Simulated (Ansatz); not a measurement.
Start from `CB(O)[SiH2][SiH3]` and change one atom or group to get `CB(O)F`.

Ansatz, PBE0-D4/def2-TZVP geometries, multiplicity 1. Each molecule was computed in one conformer, which needn't be the lowest.

```tsv
property	`CB(O)[SiH2][SiH3]`
HOMO–LUMO gap (B3LYP/def2-TZVPP) / eV	6.27
HOMO energy (ωB97M-V/def2-TZVPP) / eV	-9.59
LUMO energy (PBE/def2-TZVPP) / eV	-1.79
size of the dipole moment (PBE/def2-TZVPP) / D	0.68
HOMO energy (PBE0/def2-TZVPP) / eV	-7.52
HOMO energy (PBE/def2-TZVPP) / eV	-6.34
```

(1) Give the same properties after the change, and the shifts. (Best estimate.)

Results:

(1) The calculation gave: 
| property | `CB(O)F` | shift |
| --- | --- | --- |
| HOMO–LUMO gap (B3LYP/def2-TZVPP) / eV | 10.04 | 3.77 |
| HOMO energy (ωB97M-V/def2-TZVPP) / eV | -12.27 | -2.68 |
| LUMO energy (PBE/def2-TZVPP) / eV | -0.05 | 1.74 |
| size of the dipole moment (PBE/def2-TZVPP) / D | 0.45 | -0.23 |
| HOMO energy (PBE0/def2-TZVPP) / eV | -9.89 | -2.37 |
| HOMO energy (PBE/def2-TZVPP) / eV | -8.26 | -1.92 |

With PBE0 the HOMO falls by 2.37 eV and the LUMO rises by 1.64 eV, so the gap widens by about 4.01 eV. PBE moves the HOMO by -1.92 eV and ωB97M-V by -2.68 eV. Dipoles are sizes alone; their direction can turn.

B3LYP here is the variant with VWN-RPA as its local correlation; programs differ in this.
